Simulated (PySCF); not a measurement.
Computed shifts of a molecule CH6O3Si, PBE/pcSseg-1 (PySCF), GIAO, gas phase, atoms alike by connectivity averaged where their shifts nearly agree, in ppm (number of nuclei): ¹³C: -2.2 (1). ²⁹Si: -19.2 (1). ¹H: 1.90 (3), 0.44 (3). References: ¹³C against TMS (σ = 182.0 ppm); ²⁹Si against TMS (σ = 335.4 ppm); ¹⁷O against H2O (σ = 334.3 ppm); ¹H against TMS (σ = 31.49 ppm), references at their B3LYP-D3(BJ)/def2-TZVP geometries, non-relativistic. The structure is a stationary point at B3LYP-D3(BJ)/def2-SVP. A frequency run showed that this geometry is not a minimum. One conformer was computed; it need not be the lowest.

Question: Identify the compound among the candidates.
A. OC[SiH](O)O
B. C[Si](O)(O)O
C. CO[SiH](O)O

Answer: B, C[Si](O)(O)O
